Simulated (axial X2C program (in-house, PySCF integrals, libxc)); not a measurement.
**Spin–orbit effects down a group: molecules with S (ions), PBE0**

All values come from calculations with an axial X2C code built on PySCF integrals, spin-free (one-electron X2C) or two-component (2c: spin–orbit coupling with atomic mean-field Coulomb and Gaunt terms, which also bring small scalar terms), in Dyall basis sets with cores contracted in-house; open shells are unrestricted.

Basis sets: Be dyall-av3z, Ca dyall-acv3z, Mg dyall-av3z, S dyall-av3z, Sr dyall-acv3z.

| molecule | spin-free state | Re (Å) | ωe (cm⁻¹) | De (eV) | 2c state | Re 2c (Å) | ωe 2c (cm⁻¹) | De 2c (eV) |
| --- | --- | --- | --- | --- | --- | --- | --- | --- |
| BeS⁻ | M_S = 1/2, Λ = 0 | 1.809 | 897.6 | 3.85 | Ω = 1/2 | 1.809 | 897.4 | 3.85 |
| MgS⁻ | M_S = 1/2, Λ = 0 | 2.211 | 484.2 | 2.22 | Ω = 1/2 | 2.211 | 483.9 | 2.22 |
| CaS⁻ | M_S = 1/2, Λ = 0 | 2.395 | 418.1 | 2.91 | Ω = 1/2 | 2.395 | 418.1 | 2.91 |
| SrS⁻ | M_S = 1/2, Λ = 0 | 2.518 | 348.4 | 2.77 | Ω = 1/2 | 2.517 | 348.5 | 2.78 |

Fragments in 2c: S- + Be, S- + Mg, Ca + S-, Sr + S-. Each entry is the lowest single determinant of a limited PBE0 search at one distance. De goes to single-determinant-based atoms at the same level (for ions the charge split of lowest energy) and is withheld (n/a) where an atom does not fit its ground term or J level. Main or longest-lived isotopes. Some light 2c atoms are not at their ground J level, so De misses part of their lowering (0.04 eV or less). The functionals have no current term, which raises determinants with orbital currents.
